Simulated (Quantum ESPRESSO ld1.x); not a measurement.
The numbers below are computed, except where a source is named.
Problem. The cadmium ion Cd46+, configuration [He]. Level of theory: Dirac Kohn-Sham, LDA (Slater exchange, VWN5 correlation), spin-unpolarised, spherical densities, point nucleus (ld1.x of Quantum ESPRESSO 7.5). Some entries of the table are withheld. Estimate them.

orbital,occ.,eigenvalue (hartree),r(max) (bohr)
1s1/2,2,-1145.27,0.020
2s1/2,0,(1),0.106
2p1/2,0,-278.794,(2)
2p3/2,0,-270.070,(3)

Solution. 
(1) 2s1/2 eigenvalue (hartree): -281.458
(2) 2p1/2 r(max) (bohr): 0.081
(3) 2p3/2 r(max) (bohr): 0.085
